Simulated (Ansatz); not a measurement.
`CCc1ccc(CCc2ccc(CC)cc2)cc1` was relaxed with r2SCAN-D4 (def2-SVP) in Ansatz in these states: charge -1 doublet, neutral singlet. The geometries follow in no particular order.

A:

Cartesian coordinates in Å:
```
C 1.414 -1.386 -6.380
C 0.240 -0.413 -6.190
C -0.072 -0.107 -4.753
C 0.565 0.960 -4.064
C 0.314 1.214 -2.722
C -0.600 0.424 -1.967
C -0.745 0.593 -0.495
C 0.305 -0.236 0.349
C 0.154 -0.062 1.819
C -0.772 -0.842 2.569
C -1.032 -0.581 3.908
C -0.402 0.490 4.595
C -0.624 0.724 6.063
C 0.353 -0.044 6.966
C 0.501 1.288 3.843
C 0.763 1.029 2.505
C -1.220 -0.658 -2.656
C -0.968 -0.910 -3.998
H 2.333 -0.978 -5.927
H 1.618 -1.592 -7.448
H 1.205 -2.347 -5.879
H 0.470 0.525 -6.733
H -0.654 -0.840 -6.686
H 1.260 1.608 -4.615
H 0.816 2.056 -2.228
H -1.749 0.281 -0.155
H -0.625 1.653 -0.203
H 0.186 -1.297 0.058
H 1.310 0.076 0.010
H -1.285 -1.675 2.072
H -1.742 -1.218 4.454
H -0.538 1.805 6.291
H -1.658 0.436 6.338
H 1.394 0.242 6.742
H 0.271 -1.130 6.790
H 0.168 0.145 8.041
H 1.004 2.131 4.338
H 1.462 1.673 1.956
H -1.930 -1.294 -2.111
H -1.485 -1.741 -4.497
```

B:

```tsv
atom	x (Å)	y (Å)	z (Å)
C1	-1.054	2.803	-5.972
C2	0.236	3.260	-5.283
C3	0.435	2.605	-3.939
C4	1.109	1.379	-3.824
C5	1.252	0.748	-2.587
C6	0.726	1.320	-1.418
C7	0.837	0.616	-0.091
C8	-0.349	-0.338	0.173
C9	-0.231	-1.039	1.502
C10	-0.747	-0.460	2.672
C11	-0.583	-1.078	3.913
C12	0.105	-2.296	4.030
C13	0.229	-2.994	5.362
C14	-0.943	-3.942	5.635
C15	0.621	-2.874	2.860
C16	0.458	-2.256	1.618
C17	0.046	2.543	-1.533
C18	-0.096	3.174	-2.771
H19	-1.048	1.713	-6.134
H20	-1.180	3.293	-6.951
H21	-1.935	3.040	-5.354
H22	1.100	3.035	-5.933
H23	0.217	4.357	-5.158
H24	1.541	0.919	-4.720
H25	1.794	-0.202	-2.522
H26	0.885	1.354	0.728
H27	1.774	0.035	-0.046
H28	-1.287	0.241	0.130
H29	-0.398	-1.078	-0.644
H30	-1.286	0.492	2.607
H31	-0.997	-0.607	4.812
H32	1.176	-3.561	5.393
H33	0.288	-2.241	6.167
H34	-1.009	-4.720	4.857
H35	-1.899	-3.395	5.635
H36	-0.835	-4.442	6.611
H37	1.161	-3.826	2.925
H38	0.872	-2.726	0.719
H39	-0.365	3.014	-0.634
H40	-0.619	4.135	-2.832
```

**Question.** Judge from the bond lengths which geometry belongs to which state (an estimate).

**Answer.** A is the charge -1 doublet (C7–C8 1.582 Å, C9–C10 1.425 Å, C9–C16 1.425 Å); B is the neutral singlet (C7–C8 1.544 Å, C9–C10 1.403 Å, C9–C16 1.403 Å).

At r2SCAN-D4/def2-SVP the highest occupied level of the relaxed charge -1 doublet lies above zero (up to 2.28 eV). By energy differences, losing it releases 0.81 eV (each at its own geometry, to the charge 0 singlet, at PBE0-D4/def2-TZVP).
